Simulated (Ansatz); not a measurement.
Z-matrix (Å, degrees):
```
C
C 1 1.4982
O 2 1.2023 1 125.24
H 2 1.1242 3 120.61 1 -178.93
C 1 1.5333 2 115.58 4 -176.21
H 5 1.0995 1 109.79 2 -37.71
H 5 1.1001 6 106.73 1 -120.73
C 1 1.5395 2 113.84 4 -48.75
H 8 1.1001 1 111.42 2 -79.24
H 8 1.1033 9 107.06 1 -121.12
C 1 1.5480 2 114.10 4 66.20
H 11 1.1013 1 112.58 2 62.54
H 11 1.1023 12 109.06 1 126.43
C 11 1.5325 12 113.66 13 128.06
H 14 1.0993 11 115.77 12 -63.36
C 14 1.5356 15 114.23 11 -117.18
H 16 1.1007 14 111.93 15 -75.90
H 16 1.1011 17 106.94 14 -121.25
C 14 1.5423 15 113.63 16 -126.62
H 19 1.1186 14 109.29 15 82.92
B 19 1.5527 20 97.17 14 123.94
H 21 1.2116 19 121.01 20 -89.70
H 21 1.2122 22 118.68 19 -175.13
```
Charge 0, multiplicity 1.

Method: frozen-core CCSD(T)/cc-pVDZ // PBE0-D4/def2-SVP (Ansatz, a quantum-chemistry and plane-wave program).

| Property | Value |
|---|---|
| HF energy | -410.05611 Ha |
| MP2 correlation energy | -1.36809 Ha |

Task: Estimate the CCSD correlation energy, the (T) correction, the total energy and the T1 diagnostic.

Result: 
The CCSD correlation energy comes out as -1.45728 Ha, the (T) correction comes out as -0.05190 Ha and the CCSD(T) total energy comes out as -411.56528 Ha. The T1 diagnostic is 0.012.
